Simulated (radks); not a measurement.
Correlation energies from several functionals, in hartree. Species: Se22+ [Ne] 3s2; Cu [Ar] 3d10 4s1; Li+ [He]. Calculated with a radial shooting solver on a logarithmic mesh with Libxc functionals: non-relativistic Kohn-Sham, PBE, spin-polarised, spherical densities, point nucleus. Every spin shell is full or empty, so the densities are truly spherical. Functionals are evaluated on that one density, not self-consistently.

functional	Se22+	Cu	Li+
PW92	-1.3409	-2.5436	-0.13413
VWN5	-1.3463	-2.5558	-0.13477
PZ	-1.3428	-2.5387	-0.13351
Wigner	-0.66007	-1.5138	-0.10135
PBE	-0.49364	-1.3411	-0.044146
PBEsol	-0.59442	-1.5388	-0.055988
LYP	-0.59028	-1.3692	-0.047682
P86	-0.69235	-1.5246	-0.044681
SCAN	-0.51111	-1.3645	-0.040212
r2SCAN	-0.51659	-1.3720	-0.040212
Tao-Mo	-0.45590	-1.2775	-0.030653
